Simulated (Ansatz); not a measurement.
`[CH3][Ti]([CH3])([OH])[OH]`, one more setting.

```yaml
crystal:
  periodic: [false, false, false]
  atoms:
    - {symbol: C, position_ang: [-1.692630, 0.609960, 0.171689]}
    - {symbol: Ti, position_ang: [0.258791, 0.070450, -0.406377]}
    - {symbol: C, position_ang: [1.162533, -0.623992, 1.419214]}
    - {symbol: O, position_ang: [0.051586, -1.395035, -1.559418]}
    - {symbol: O, position_ang: [0.989657, 1.351479, -1.092163]}
    - {symbol: H, position_ang: [-1.754329, 1.208316, 0.833289]}
    - {symbol: H, position_ang: [-2.372572, 0.906060, -0.614614]}
    - {symbol: H, position_ang: [-2.113278, -0.261703, 0.775235]}
    - {symbol: H, position_ang: [1.151111, 0.233680, 1.980831]}
    - {symbol: H, position_ang: [2.282415, -1.088066, 0.900957]}
    - {symbol: H, position_ang: [0.489855, -1.436100, 1.599390]}
    - {symbol: H, position_ang: [0.157975, -1.889926, -2.441822]}
    - {symbol: H, position_ang: [1.663450, 1.866559, -1.757331]}
basis:
  gaussian: {orbitals: ANO-RCC-VTZP}
hamiltonian: {xc: {name: wB97}}
output: {forces: true}
```

```sh
$ ansatz run in.yaml --threads 4 --pin off --events-out ev --progress --plain --max-ram 11315MiB
```

It prints (some lines left out):

```
Functional definition: wB97
  name "wB97"
  cite "Chai & Head-Gordon, J. Chem. Phys. 128, 084106 (2008) doi:10.1063/1.2834918"
  cite "Becke, J. Chem. Phys. 107, 8554 (1997) doi:10.1063/1.475007"
  parameter omega = 0.4/bohr
  parameter cx1 = 1.13116
  parameter cx2 = -2.74915
  parameter cx3 = 12.0900
  parameter cx4 = -5.71642
  parameter css1 = -2.55352
  parameter css2 = 11.8926
  parameter css3 = -26.9452
  parameter css4 = 17.0927
  parameter cos1 = 3.99051
  parameter cos2 = -17.0066
  parameter cos3 = 1.07292
  parameter cos4 = 8.88211
  # The coefficients of nought are those of the uniform gas.
  exchange = spin_sum(e_x_unif_sr(omega)*poly(b97_u_x, 1, cx1, cx2, cx3, cx4)) + exact_x_lr(omega)
  correlation = spin_sum(e_c_pw_same_spin*poly(b97_u_same, 1, css1, css2, css3, css4))
      + integral(e_c_pw_opposite_spin*poly(b97_u_opposite, 1, cos1, cos2, cos3, cos4))
1837 factors; their error is unknown
676 factors; integrals over basis functions are off by at most 1.1e-5 eV
mean field evaluation 1: about -29523.4973 eV, gradient 9.1e1 eV
mean field evaluation 2: about -29484.1608 eV, gradient 2.0e2 eV
mean field evaluation 4: about -29538.8876 eV, gradient 8.6e0 eV
mean field evaluation 8: about -29539.0270 eV, gradient 2.3e-1 eV
mean field evaluation 16: about -29538.9826 eV, gradient 6.2e-3 eV
mean field -29538.98259044 eV, -1085.5375879570 hartree, gradient 5.5e-5 eV, S^2 0.000000; 0 other end points of the search recorded, 0 dependent functions left out
the calculation of the forces begins
reference -29538.98256618 eV, -1085.5375870656 hartree; 29, 29 occupied and 262, 262 virtual orbitals, 1837 factors
Total energy: -29538.98256618 eV, -1085.5375870656 hartree
Relativity: scalar
Atom 0 at    -1.692630     0.609960     0.171689 Å, force     0.612607    -8.925447    -6.860636 eV/Å
Atom 1 at     0.258791     0.070450    -0.406377 Å, force    -3.437787    -6.471312     1.564269 eV/Å
Atom 2 at     1.162533    -0.623992     1.419214 Å, force     2.863504    -2.298616    -5.606620 eV/Å
Atom 3 at     0.051586    -1.395035    -1.559418 Å, force     0.535868    -0.196202    -1.345154 eV/Å
Atom 4 at     0.989657     1.351479    -1.092163 Å, force     5.661327     6.643456    -4.943422 eV/Å
Atom 5 at    -1.754329     1.208316     0.833289 Å, force    -0.273505     8.918414     8.586593 eV/Å
Atom 6 at    -2.372572     0.906060    -0.614614 Å, force    -0.182651    -0.234299    -0.376363 eV/Å
Atom 7 at    -2.113278    -0.261703     0.775235 Å, force     0.377578     0.276157    -1.383481 eV/Å
Atom 8 at     1.151111     0.233680     1.980831 Å, force     0.552005     1.644246     2.089086 eV/Å
Atom 9 at     2.282415    -1.088066     0.900957 Å, force    -3.344170     1.653962     2.181181 eV/Å
Atom 10 at     0.489855    -1.436100     1.599390 Å, force    -0.239143    -0.504876     0.765293 eV/Å
Atom 11 at     0.157975    -1.889926    -2.441822 Å, force    -0.259079     1.546065     2.538121 eV/Å
Atom 12 at     1.663450     1.866559    -1.757331 Å, force    -2.866554    -2.051549     2.791132 eV/Å
Dipole moment:     0.358813     0.342434    -0.517997 e Å
```

Run time 32 s (4 threads of an Intel Xeon Platinum 8259CL on a shared host); peak host memory 1.2 GiB.
